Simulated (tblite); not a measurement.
C6H9N3O.
SMILES with atom numbers: `[CH2:1]=[CH:2][c:3]1[c:4]([O:5][CH3:6])[n:7][n:8][n:9]1[CH3:10]` (hydrogens: H11, H12 on C1; H13 on C2; H14, H15, H16 on C6; H17, H18, H19 on C10)

Computed geometry: GFN2-xTB, gas phase.

Problem. Give the optimised bond lengths and angles.

Solution. 
```json
{"bond": "C1=C2", "length (Å)": "1.330"}
{"bond": "C2–C3", "length (Å)": "1.435"}
{"bond": "C3–C4", "length (Å)": "1.401"}
{"bond": "C4–O5", "length (Å)": "1.341"}
{"bond": "O5–C6", "length (Å)": "1.415"}
{"bond": "C4–N7", "length (Å)": "1.341"}
{"bond": "N7–N8", "length (Å)": "1.290"}
{"bond": "N8–N9", "length (Å)": "1.320"}
{"bond": "N9–C10", "length (Å)": "1.432"}
{"bond": "C3–N9", "length (Å)": "1.365"}
{"bond": "C1–H11", "length (Å)": "1.075"}
{"bond": "C1–H12", "length (Å)": "1.076"}
{"bond": "C2–H13", "length (Å)": "1.082"}
{"bond": "C6–H14, C6–H15, C6–H16", "length (Å)": "1.091"}
{"bond": "C10–H17, C10–H18, C10–H19", "length (Å)": "1.090"}
```

Bonds in one row agree within 0.01 Å and their mean is given. A selection of angles:
```json
{"angle": "C1–C2–C3", "degrees": "123.7"}
{"angle": "C2–C3–C4", "degrees": "132.7"}
{"angle": "C2–C3–N9", "degrees": "124.9"}
{"angle": "C4–C3–N9", "degrees": "102.5"}
{"angle": "C3–C4–O5", "degrees": "127.1"}
{"angle": "C3–C4–N7", "degrees": "108.7"}
{"angle": "O5–C4–N7", "degrees": "124.2"}
{"angle": "C4–O5–C6", "degrees": "114.4"}
{"angle": "C4–N7–N8", "degrees": "108.9"}
{"angle": "N7–N8–N9", "degrees": "109.1"}
{"angle": "N8–N9–C10", "degrees": "120.6"}
{"angle": "C3–N9–N8", "degrees": "110.8"}
{"angle": "C3–N9–C10", "degrees": "128.5"}
```

Dihedral angles: C1–C2–C3–C4 0° (synperiplanar); C3–C4–O5–C6 180° (antiperiplanar).

N9 (pyrrole-type nitrogen) is planar (angles 128.5°, 120.6° and 110.8°, sum 360.0°, 0.00 Å off the plane of its three neighbours). The 3 C–C bonds span 1.330 Å (C1=C2, drawn double) to 1.435 Å (C2–C3, drawn single), a spread of 0.105 Å. N7 (pyridine-type nitrogen) is bent (angle 108.9°). Of the pairs four or more bonds apart, O5···H11 is among the closest relative to their van der Waals radii: 2.44 Å, 90 % of the sum of Bondi's values. The 10 heavy atoms lie in one plane (0.001 Å rms). The C–O distances run from 1.341 Å (C4–O5, drawn single) to 1.415 Å (O5–C6, drawn single), a spread of 0.074 Å. The C–N distances run from 1.341 Å (C4–N7, aromatic) to 1.432 Å (N9–C10, drawn single), a spread of 0.091 Å.

Point group: Cs (tolerance 0.08 Å). Its GFN2-xTB frequencies are all real (lowest 86 cm⁻¹). The numbers are those of one conformer.
